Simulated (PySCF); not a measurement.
Molecule: H₁₀GeOSi₃, SMILES [SiH3]O[SiH2][SiH2][GeH3]. Atoms near the plane z = 0.8 Å, at the GFN2-xTB optimised geometry (x, y, z in Å): Si1 (3.0, -1.0, 0.2), O2 (1.5, -0.5, 0.0), Si3 (-0.1, -0.5, 0.0), Si4 (-0.7, 1.7, 0.0), Ge5 (-3.0, 1.9, 0.2), H6 (3.1, -2.5, -0.1), H7 (3.4, -0.7, 1.5), H10 (-0.5, -1.3, 1.2), H12 (-0.1, 2.5, 1.1), H13 (-3.8, 0.6, 0.4), H15 (-3.5, 2.8, 1.3).

Method: CAM-B3LYP/def2-TZVP (PySCF 2.14.0). The values are rescaled to run from 0 to 1.

```
|000000000000000000000000000|
|000000000000000000000000000|
|000000000000000000000000000|
|000000000000000000000000000|
|000000001111000000000000000|
|000001222211110000000000000|
|000038975333552100000000000|
|000179999779998100000000000|
|000399999999999210000000000|
|000399999999999310000000000|
|000299999999999310011100000|
|000299999999998310122110000|
|000299955589999510255321100|
|000146323489999944899942110|
|000001012489999999999993211|
|000000011379999999999995211|
|000000001249999649999996311|
|000000000126975337999994211|
|000000000001222223699642211|
|000000000000111111233211111|
|000000000000001111111101110|
|000000000000000000000000000|
|000000000000000000000000000|
|000000000000000000000000000|
|000000000000000000000000000|
|000000000000000000000000000|
|000000000000000000000000000|
```
Scale: ten equal steps from 0.000 (start of '0') to 1.00 (end of '9'), in the order '0123456789'; x runs from -6.00 to 6.00, y from -6.00 (bottom) to 6.00 (top).

Task: Which quantity is mapped?
A. an orbital amplitude
B. electron localisation function
C. electrostatic potential
D. Laplacian of the electron density

Result: C, electrostatic potential. In full: electrostatic potential (hartree/e), clipped to [-0.08, 0.12].
